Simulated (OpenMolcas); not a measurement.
A calculation on S+.

```
Program             : OpenMolcas
Method              : CASSCF
Basis               : ANO-RCC-VTZP [5s4p2d1f]
Scalar Hamiltonian  : DKH2, point nucleus
Active space        : 3 electrons in 3 orbitals (3p)
State averaging     : 2S+1 = 4 odd, 1 root; 2S+1 = 2 odd, 8 roots kept (CI in the orbitals of an earlier block)
Spin-orbit coupling : state interaction with AMFI integrals over the reference wave functions, term energies averaged over their components
```

Problem. Which level of the active space comes out lowest?

Solution. 3s2 3p3 4S* 3/2, with 100 % of that term; it is also the measured ground level.

Problem. How high does 3s2 3p3 2D* 5/2 lie?

Solution. 19366 cm-1 above the lowest level; measured 14885 cm-1 above the ground level, so the calculation is off by +30 %.

Problem. How high does 3s2 3p3 2D* 3/2 lie?

Solution. 19348 cm-1 above the lowest level; measured 14853 cm-1 above the ground level, so the calculation is off by +30 %.

Problem. How high does 3s2 3p3 2P* 3/2 lie?

Solution. 32297 cm-1 above the lowest level; measured 24572 cm-1 above the ground level, so the calculation is off by +31 %.

Measured values: NIST Handbook of Basic Atomic Spectroscopic Data.

Without dynamic correlation excited terms often stand tens of per cent too high (terms of higher spin than the ground term too low), and those without a measured partner can miss by more than the paired ones. Terms from blocks run as CI alone lack orbitals of their own. With the s shell closed, the reference lacks s² → p² mixing. Measured partners are found by configuration, term and J. A level has none where our copy of the source lacks it or the pairing is in doubt (some pairs that miss far off the trend of their configuration count as doubtful), and it then counts in no deviation. Only configurations of the active space appear.

* marks odd parity.
